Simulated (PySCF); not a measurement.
## FeO: from constants to spectrum

ROHF constants of FeO, ⁵Δ (quintet), unpaired electrons σ ↑, π ↑↑, δ ↑ (basis Fe def2-TZVPP, O def2-TZVPP; no relativity; PySCF 2.14; masses 55.9349 and 15.9949 u):

```
ωe              : 841.3 cm⁻¹
ωexe            : 7.84 cm⁻¹
Be              : 0.47445 cm⁻¹
αe              : 0.00360 cm⁻¹
D (centrifugal) : 6.04e-07 cm⁻¹
```

Task: Give the vibrational terms G(v) and spacings up to v = 6.

Result: G(v) = ωe(v+½) − ωexe(v+½)².

| v | G(v) (cm⁻¹) | G(v) − G(v−1) | Bv (cm⁻¹) |
| --- | --- | --- | --- |
| 0 | 419 |  | 0.4726 |
| 1 | 1244 | 826 | 0.4690 |
| 2 | 2054 | 810 | 0.4654 |
| 3 | 2849 | 794 | 0.4618 |
| 4 | 3627 | 779 | 0.4582 |
| 5 | 4390 | 763 | 0.4546 |
| 6 | 5137 | 747 | 0.4511 |

UHF is strongly spin-contaminated for FeO, so the ROHF reference used there is far from stable. Hartree–Fock leaves out correlation, which carries a large part of most bond energies and some tenths to 1 eV of ionisation energies. The state is the lowest single determinant that the PBE0 search found; with open d or f shells the true ground state can be another one.
